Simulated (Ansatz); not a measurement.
`[OH][Ga-]([OH])([OH])[PH3+]`, relaxed with RKS PBE0-D4/def2-TZVP in Ansatz 0.2.0 from a PBE-D4/def2-SVP geometry. The force threshold is 0.005 eV/Å; the program also tests the step.

Charge 0, multiplicity 1.

Start:

```xyz
11

O     0.095    2.188    0.509
Ga    0.477    0.683   -0.431
O    -0.555    0.255   -1.873
O     2.167    0.022   -0.371
P    -0.786   -1.165    0.924
H    -0.619    2.677    0.060
H     0.000   -0.170   -2.553
H     2.731    0.612    0.162
H    -2.213   -1.106    0.874
H    -0.637   -2.482    0.388
H    -0.659   -1.513    2.309
```

**Question.** By how much does the energy fall, and how many steps does the optimiser take? (Estimate.)

**Answer.** Ansatz gave: 0.06 eV, in 10 steps.

**Question.** Which bonds change most? (Estimate.)

**Answer.** Ansatz gave: Ga2–P5 from 2.617 to 2.576 Å; P5–H11 from 1.434 to 1.409 Å; Ga2–O3 from 1.825 to 1.801 Å; P5–H9 from 1.430 to 1.409 Å.

**Question.** Give the relaxed structure. (Estimate.)

**Answer.** Ansatz gave: 
```xyz
11

O    -0.015    2.050    0.533
Ga    0.424    0.628   -0.482
O    -0.457    0.386   -2.034
O     2.092   -0.038   -0.337
P    -0.793   -1.174    0.899
H    -0.649    2.625    0.100
H     0.093   -0.021   -2.706
H     2.650    0.497    0.231
H    -2.197   -1.117    1.010
H    -0.667   -2.526    0.521
H    -0.480   -1.309    2.267
```
